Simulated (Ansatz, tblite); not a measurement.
Spin states of the cluster In₄Sb₃⁺, each relaxed with PBE-D4/def2-SVP in Ansatz. Electronic energies in the gas phase.

In the def2 sets In, Sb take a core potential; there is no spin–orbit coupling. The xTB rows come from tblite. The structure comes from a short search, and lower isomers may exist.

Singlet geometry (Cs within 0.1 Å):

```xyz
7

In    0.023    1.741    1.382
In    1.088   -0.927    2.824
In   -1.633   -2.140   -2.221
In    2.293    1.996   -0.879
Sb   -1.697   -0.710    0.776
Sb   -0.986    1.015   -1.409
Sb    0.910   -0.974   -0.473
```

Triplet geometry (Cs within 0.1 Å):

```xyz
7

In    0.5316   -2.4316   -1.1513
In   -2.8048   -0.7688   -1.0407
In   -2.0725    2.3311    0.7522
In    3.0144   -0.9486    0.1960
Sb   -0.3413   -0.5793    1.3375
Sb    1.4261    1.6213    1.1655
Sb    0.2464    0.7759   -1.2592
```

Quintet geometry:

```xyz
7

In    1.945   -1.303   -1.468
In    0.728    1.509   -2.675
In   -2.769    1.477    1.653
In    2.142   -1.374    1.843
Sb   -1.645    0.001   -1.187
Sb   -0.987   -1.358    1.350
Sb    0.585    1.048    0.484
```

⟨S²⟩: triplet 2.01 at PBE0-D4/def2-TZVP (pure 2.00), quintet 6.03 at PBE0-D4/def2-TZVP (pure 6.00).

Run but left out: GFN2-xTB (tight binding far off the other levels).

Only these spin states were relaxed. The triplet has other bonds than the singlet, so the gap mixes isomer and spin. The quintet has other bonds than the singlet, so the gap mixes isomer and spin.

```tsv
level	triplet − singlet (kcal/mol)	quintet − singlet (kcal/mol)	lowest of these
GFN1-xTB	42.6	75.1	singlet
PBE0-D4/def2-TZVP	23.2	60.8	singlet
```

Task: Estimate the rows for PBE-D4/def2-TZVP, r2SCAN-D4/def2-TZVP.

Result: 
```json
{"level": "PBE-D4/def2-TZVP", "triplet − singlet (kcal/mol)": "21.7", "quintet − singlet (kcal/mol)": "59.1", "lowest of these": "singlet"}
{"level": "r2SCAN-D4/def2-TZVP", "triplet − singlet (kcal/mol)": "23.6", "quintet − singlet (kcal/mol)": "58.3", "lowest of these": "singlet"}
```

The xTB methods have no term that favours high spin, so they put low spin too low.
